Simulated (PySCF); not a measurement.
BH3O, SMILES OB.

The structure is a stationary point at PBE0-D3(BJ)/def2-TZVP.

Calculation: ωB97X/def2-TZVPD (PySCF).

The molecule is in vacuum.

Computed frontier levels, gap, dipole moment and polarisability:
```
Property                                                                                                        Value
---------------------------------------------------------------------------------------------  ----------------------
highest occupied level                                                                                      -11.42 eV
lowest empty level                                                                                            1.48 eV
orbital gap                                                                                                  12.91 eV
dipole moment                                                                                                  1.54 D
quadrupole, principal values (traceless, Buckingham form, about the centre of nuclear charge)   -3.29, 0.37, 2.92 D·Å
mean static polarisability                                                                       21.3 bohr³ (3.16 Å³)
polarisability, principal values                                                               17.7, 21.9, 24.3 bohr³
```
